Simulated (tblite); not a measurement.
Species: C8H14S.
Atom-mapped SMILES: `[CH3:1][S:2][C@@H:3]1[CH2:4][CH2:5][C:6]2([CH2:7][CH2:8]2)[CH2:9]1` (hydrogens: H10, H11, H12 on C1; H13 on C3; H14, H15 on C4; H16, H17 on C5; H18, H19 on C7; H20, H21 on C8; H22, H23 on C9)

Cartesian coordinates in Å at the GFN2-xTB level; atoms count from 1:
```xyz
23
C8H14S angstrom
C      3.703   -0.395    0.148
S      2.264   -1.490    0.003
C      0.960   -0.240   -0.275
C      0.630    0.591    0.962
C     -0.750    1.163    0.637
C     -1.434    0.074   -0.180
C     -2.598    0.406   -1.063
C     -2.806   -0.411    0.179
C     -0.365   -0.914   -0.629
H      3.621    0.204    1.050
H      3.764    0.238   -0.732
H      4.577   -1.034    0.207
H      1.304    0.401   -1.091
H      1.367    1.368    1.160
H      0.572   -0.069    1.829
H     -0.646    2.071    0.038
H     -1.309    1.413    1.538
H     -2.679   -0.090   -2.018
H     -2.961    1.423   -1.070
H     -3.023   -1.463    0.067
H     -3.313    0.051    1.013
H     -0.451   -1.850   -0.072
H     -0.430   -1.147   -1.691
```

Computed with GFN2-xTB (tblite): harmonic, unscaled wavenumbers at the GFN2-xTB geometry, gas phase. Errors from tens to a few hundred cm⁻¹ against measured bands are possible. One conformer, not necessarily the lowest.

Harmonic wavenumbers (cm⁻¹): 25.3, 52.3, 122.3, 145.9, 164.4, 234.8, 299.4, 335.8, 355.6, 400.3, 478.0, 512.0, 733.5, 753.6, 798.0, 801.3, 863.2, 892.6, 920.6, 932.2, 942.5, 949.5, 970.4, 998.7, 1035.9, 1046.9, 1058.1, 1074.0, 1091.5, 1120.9, 1149.1, 1152.4, 1160.2, 1201.2, 1230.4, 1258.7, 1266.4, 1296.3, 1302.3, 1312.2, 1316.5, 1400.6, 1437.1, 1448.9, 1456.3, 1477.9, 1481.3, 1491.7, 1497.0, 2926.9, 2956.3, 2966.2, 2988.9, 2998.0, 3001.2, 3003.5, 3021.9, 3029.1, 3064.5, 3081.8, 3082.6, 3085.3, 3102.8.

A = 3615, B = 724.0, C = 660.5 MHz; mass 142.082 u (most abundant isotopes); point group C1, symmetry number 1.

Problem. What is the zero-point energy?

Solution. Half the sum of the wavenumbers: 43878 cm⁻¹ = 125.45 kcal/mol.

Problem. Give the ideal-gas entropy at 350 K and 1 bar in the rigid-rotor, harmonic-oscillator model (classical rotation).

Solution. Translation 41.59, rotation 30.09, vibration 35.52: S = 107.2 cal/(mol K).

Problem. And Cp and H(350 K) − H(0)?

Solution. Cp = 45.93 cal/(mol K), of which vibrations give 37.98 (their classical limit is 63 R = 125.2); H(350 K) − H(0) = 9.11 kcal/mol without the zero-point energy, 6.33 from vibrations.

Problem. What must be added to the electronic energy to get the Gibbs energy at 350 K and 1 bar?

Solution. ZPE + [H(350 K) − H(0)] − T·S = 125.45 + 9.11 − 37.52 = 97.04 kcal/mol.

Problem. Blend soft modes into free rotors: weight 1/[1 + (100 cm⁻¹/ν̃)⁴] for the oscillator and the rest for a rotor with moment μB/(μ + B), μ = h/(8π²ν), B = 10⁻⁴⁴ kg m². What vibrational entropy results?

Solution. 31.87 cal/(mol K) in place of 35.52, which changes −T·S at 350 K by +1.28 kcal/mol.

Problem. How do the functions run with temperature in this model?

Solution. 
```json
{"T (K)": "150", "S (cal/(mol K))": "80.0", "Cp (cal/(mol K))": "23.0", "H − H(0) (kcal/mol)": "2.37", "G − H(0) (kcal/mol)": "-9.63", "ln q(vib)": "3.64"}
{"T (K)": "250", "S (cal/(mol K))": "94.0", "Cp (cal/(mol K))": "33.3", "H − H(0) (kcal/mol)": "5.15", "G − H(0) (kcal/mol)": "-18.35", "ln q(vib)": "6.21"}
{"T (K)": "298.15", "S (cal/(mol K))": "100.4", "Cp (cal/(mol K))": "39.3", "H − H(0) (kcal/mol)": "6.90", "G − H(0) (kcal/mol)": "-23.03", "ln q(vib)": "7.44"}
{"T (K)": "400", "S (cal/(mol K))": "113.7", "Cp (cal/(mol K))": "52.2", "H − H(0) (kcal/mol)": "11.56", "G − H(0) (kcal/mol)": "-33.93", "ln q(vib)": "10.09"}
{"T (K)": "600", "S (cal/(mol K))": "139.1", "Cp (cal/(mol K))": "72.8", "H − H(0) (kcal/mol)": "24.19", "G − H(0) (kcal/mol)": "-59.25", "ln q(vib)": "15.46"}
{"T (K)": "900", "S (cal/(mol K))": "172.6", "Cp (cal/(mol K))": "92.4", "H − H(0) (kcal/mol)": "49.23", "G − H(0) (kcal/mol)": "-106.14", "ln q(vib)": "23.50"}
```

q(vib) and H(0) count from the zero-point level.

Hindered rotation and anharmonicity are outside this model. Other conformers, if any are populated, would add a mixing term that is left out. The structure is chiral; the term R ln 2 for an equal mix with its mirror image is left out.
